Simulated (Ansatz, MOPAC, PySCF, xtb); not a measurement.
Pair of molecules: C2H2 (SMILES C#C) (first 4 atoms) with H4OSi (SMILES O[SiH3]); geometry from B3LYP-D3(BJ)/def2-TZVP, rigid monomers moved along the line of their centres of mass till C1···H7 is 2.17 Å.
(charge 0, multiplicity 1):
```xyz
10

C      0.13516     0.80274     0.53672
C      0.22527    -0.38890     0.45588
H      0.05846     1.86120     0.60605
H      0.30894    -1.44646     0.38109
O     -1.06057    -0.06592     3.23054
Si     0.23094    -0.01245     4.25366
H     -0.87113     0.00625     2.28700
H      1.18610    -1.12080     3.99818
H     -0.31686    -0.13740     5.61975
H      0.97943     1.26487     4.13352
```

Interaction energies are E(AB) − E(A) − E(B) at the monomers' geometry in the complex; basis-set methods are counterpoise corrected.

The state reached by PM6 isn't checked.

Run with Ansatz (Gaussian orbitals); MOPAC for PM6 (differences of heats of formation); PySCF for the dispersion terms; xtb for the GFN methods. Values without a source in brackets are computed.

Task: One of these levels gives -1.29 kcal/mol for the interaction energy. Name it.
A) PM6
B) wB97M-V/def2-TZVPPD
C) GFN-FF
D) PBE-D4/def2-TZVPPD

Result: C, GFN-FF. The others give 0.24 (PM6), -3.72 (PBE-D4/def2-TZVPPD), -3.01 (wB97M-V/def2-TZVPPD)

Ansatz is an electronic-structure program.
